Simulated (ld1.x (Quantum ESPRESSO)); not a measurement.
## Logarithmic derivatives: Os (Z = 76), RRKJ

ld1.x (Quantum ESPRESSO) 7.5 input, shortened:

```
&input
   title='Os', zed=76., rel=1, dft='PZ', iswitch=3,
   config='[Xe] 4f14 5d6 6s1 6p0'
 /
 &inputp
   pseudotype=2, tm=.false., rho0=0.005, lloc=1,
   nlcc=.true., rcore=2.15
 /
3
6S  1  0   1.00   0.00  2.60  2.60  0.0
5D  3  2   6.00   0.00  2.10  2.10  0.0
6P  2  1   0.00   0.00  3.10  3.10  0.0
 &test
   configts(1)='5d6 6s1 6p0'
 /
```

The phase is arctan(r·u′/u) with u = r·R(r), unwrapped; energies in Ry, scanned from -3 to 5 Ry. A pole is an energy at which the radial function vanishes at the test radius. The pseudo phase is shifted by a multiple of π to meet the all-electron one at the reference energy, and phase errors are pseudo minus all-electron; the curves can meet again beyond the range given. Levels narrower than the energy grid can be missing from the lists of poles.

| channel | radius (bohr) | reference energy (Ry) | poles, all-electron | poles, pseudo | unbroken range about the reference energy with phases within 0.05 rad | phase error 1 Ry above the reference energy (rad) |
| --- | --- | --- | --- | --- | --- | --- |
| s | 3.36 | -0.99 | -0.32, 4.74 | -0.33, 2.74 | below 0.8 | -0.007 |
| p | 3.36 | -0.54 | 0.74 | 0.68, 4.67 | below 1.6 | -0.009 |
| d | 3.36 | -1.06 | -0.94, 2.64 | -0.94, 3.58 | below -0.1 | +0.050 |

Phases in the s channel:

| E (Ry) | all-electron | pseudo |
| --- | --- | --- |
| -3.00 | 1.347 | 1.346 |
| -2.52 | 1.304 | 1.304 |
| -2.04 | 1.222 | 1.222 |
| -1.56 | 0.974 | 0.972 |
| -1.08 | -0.697 | -0.698 |
| -0.60 | -1.463 | -1.464 |
| -0.12 | -1.621 | -1.626 |
| 0.36 | -1.715 | -1.731 |
| 0.84 | -1.821 | -1.881 |
| 1.32 | -2.023 | -2.459 |
| 1.80 | -2.780 | -4.264 |
| 2.28 | -4.108 | -4.597 |
| 2.76 | -4.451 | -4.717 |
| 3.24 | -4.571 | -4.815 |
| 3.72 | -4.635 | -4.974 |
| 4.20 | -4.677 | -5.720 |
| 4.68 | -4.709 | -7.397 |
